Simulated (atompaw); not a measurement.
## What one change does to a pseudopotential (ruthenium, PAW (atompaw))

ruthenium (Ru), PAW, made with atompaw 4.2.0.5 (PBE, scalar-relativistic). Core [Ar] 3d10 4s2, reference 4p6 4d7 5s1 5p0. Waves: 5s (bound); 5s channel at 0.15 Ry; 4p (bound); 5p (bound, empty); 4d (bound); 4d channel at 0.35 Ry. Local part: troulliermartins scheme with l = 3 at 0 Ry, radius 2.50 bohr. Core correction: smooth core density matched at 2.50 bohr. Augmentation charge: besselshape compensation charge, radius 2.70 bohr; PAW radius 3.00 bohr; waves and projectors: bloechl.

Change: all radii scaled by about 1.18 (s 3.52, p 1.42, d 1.82 bohr); local potential troulliermartins scheme with l = 3 at 0 Ry, radius 2.94 bohr; augmentation besselshape compensation charge, radius 3.18 bohr; PAW radius 3.52 bohr; waves and projectors: bloechl; core correction smooth core density matched at 2.94 bohr.

Cutoffs: the cutoffs (Ry, on a coarse ladder) from which the occupation-weighted sum of valence levels, in a spherical-Bessel basis at the reference potential, stays within 10 and 1 mRy of its value at 400 Ry; they do not see the model core or the augmentation charge, which bear on the density cutoff.

**Question.** What does the change do?

**Answer.** The potential gets softer (30 Ry and 45 Ry → 21 Ry and 25 Ry); both files keep a bound ghost (s). A larger radius leaves more room for a smooth pseudo-wave, so fewer plane waves are needed.

| quantity | base | changed |
| --- | --- | --- |
| cutoff, loose | 30 Ry | 21 Ry |
| cutoff, tight | 45 Ry | 25 Ry |
| loose cutoff by channel (10 mRy a level) | s 6 Ry, p 21 Ry, d 25 Ry | s 6 Ry, p 15 Ry, d 18 Ry |
| bound ghosts | s | s |
| lowest overlap eigenvalue by channel | s 0.00, p 0.92, d 1.00 | s 0.00, p 0.94, d 1.00 |

 A true bound ghost makes a file unfit for plane-wave use even where its test errors are small: the radial tests pick states by their node count and pass the ghost by. The cutoffs see the waves, projectors and local potential, not the compensation charge or the core.
